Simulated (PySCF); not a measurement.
Static response to an electric field

C2H7As.
Structure used (PBE0-D3(BJ)/def2-SVP), in Å, numbered top down from 1:
```
atom  x, y, z in Å
C1    -0.913    0.577   -0.215
C2    -0.204   -0.752   -0.035
As3    1.728   -0.669    0.384
H4    -0.847    1.195    0.694
H5    -0.473    1.159   -1.040
H6    -1.983    0.433   -0.443
H7    -0.659   -1.339    0.780
H8    -0.285   -1.374   -0.941
H9     2.061    0.370   -0.687
H10    1.593    0.409    1.459
```

Level: CAM-B3LYP/def2-SVPD (PySCF), static field, nuclei fixed, core orbitals frozen in the response. The polarisability tensor in these axes (au):

```
x   67.22 -2.25  3.17
y   -2.25 56.16 -0.56
z    3.17 -0.56 53.52
```

What are the eigenvalues, a third of the trace, and Δα (Δα² = ½Σ(αi − αj)² over the three pairs)?

Principal values 52.82, 55.72 and 68.36 au; mean 58.96 au = 8.74 Å³ = 9.72 × 10⁻⁴⁰ C²·m²/J; Δα = 14.31 au (24 % of the mean).

What is the dipole moment, and where does it point?

(-0.98, 0.22, -0.22) D, 1.03 D in size, pointing from the negative to the positive side. Measured along this direction, the outermost atoms are As3 at the negative end and H6 at the positive end.

Rayleigh depolarisation ratio (linearly polarised light, static tensor)?

ρ = 3Δα²/(45ᾱ² + 4Δα²) = 614.8/(156459 + 819.7) = 0.00391.

Find the Langevin capture rate constant for NH4+ (18.034 u) meeting this molecule (105.976 u), k = 2.342 × 10⁻⁹ cm³/s × √(α in Å³ / reduced mass in u).

The reduced mass is 15.41 u, so k = 1.76 × 10⁻⁹ cm³/s. The formula leaves out the permanent dipole, which adds to the capture rate.

Along which axes do the principal values lie, and how far do the nuclei extend along each?

Largest value along (0.96, -0.19, 0.21), where the nuclei span 3.94 Å; middle along (0.19, 0.98, 0.02), 2.45 Å; least along (-0.21, 0.02, 0.98), 2.20 Å. The response follows the extents in order.

Isolated species at its PBE0-D3(BJ)/def2-SVP geometry (one conformer only). The calculation is non-relativistic, for arsenic too.
